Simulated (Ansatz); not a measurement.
CH₃AlBF, SMILES `F[B]1[CH2][AlH]1`, relaxed with RKS PBE-D4/def2-SVP in Ansatz from a rough embedded geometry. The force threshold is 0.03 eV/Å; the program also tests the step.

The species carries charge 0 and has multiplicity 1.

Start:

```xyz
7

F    -1.911    0.431    1.717
B    -0.821    0.147    0.774
C    -0.213    0.230   -0.699
Al    1.152   -0.509    0.214
H    -0.029    1.311   -1.030
H    -0.751   -0.405   -1.457
H     2.573   -1.204    0.481
```

```
step  energy (eV)  largest force (eV/Å)  largest move (Å)
   1  -11059.5037                 3.505             0.000
   2  -11060.4306                 2.558             0.198
   3  -11060.6721                 0.974             0.108
   4  -11060.7110                 0.896             0.100
   5  -11060.8279                 1.213             0.195
   6  -11060.9048                 1.642             0.197
   7  -11060.9991                 1.048             0.094
   8  -11061.0914                 0.488             0.200
   9  -11061.1357                 0.779             0.180
  10  -11061.1740                 0.284             0.142
  11  -11061.1848                 0.219             0.068
  12  -11061.1894                 0.133             0.067
  13  -11061.1917                 0.054             0.060
  14  -11061.1924                 0.031             0.047
  15  -11061.1925                 0.023             0.028
```

End:

```xyz
7

F    -1.944    0.248    1.459
B    -0.776    0.200    0.812
C    -0.424    0.173   -0.628
Al    1.121   -0.414    0.760
H     0.603    0.299   -1.061
H    -1.142    0.226   -1.470
H     2.562   -0.732    0.126
```

Hardware: 2 threads of an Arm Neoverse V2 on a shared host. Wall time 16 s, peak host memory 0.15 GiB.
